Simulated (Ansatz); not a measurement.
BH3O2Si, relaxed with RKS PBE0-D4/def2-TZVP in Ansatz from a PBE-D4/def2-SVP geometry. The force threshold is 0.005 eV/Å; the program also tests the step.

Charge 0, multiplicity 1.

Start:

```xyz
7

B    -0.061    0.285    1.173
O     0.193    1.179    0.120
Si    0.046   -0.215   -0.883
O    -0.231   -0.997    0.628
H    -0.122    0.571    2.346
H     1.307   -0.622   -1.578
H    -1.132   -0.201   -1.806
```

**Question.** By how much does the energy fall, and how many steps does the optimiser take? (An estimate is asked.)

**Answer.** The calculation gave: 6.90 kJ/mol, in 4 steps.

**Question.** Which bonds change most? (An estimate is asked.)

**Answer.** The calculation gave: O2–Si3 from 1.724 to 1.678 Å; Si3–O4 from 1.724 to 1.678 Å; B1–H5 from 1.209 to 1.188 Å.

**Question.** Give the relaxed structure. (Best estimate.)

**Answer.** Ansatz gave: 
```xyz
7

B    -0.060    0.282    1.160
O     0.190    1.157    0.105
Si    0.044   -0.209   -0.859
O    -0.227   -0.985    0.604
H    -0.120    0.562    2.313
H     1.288   -0.612   -1.549
H    -1.116   -0.196   -1.774
```
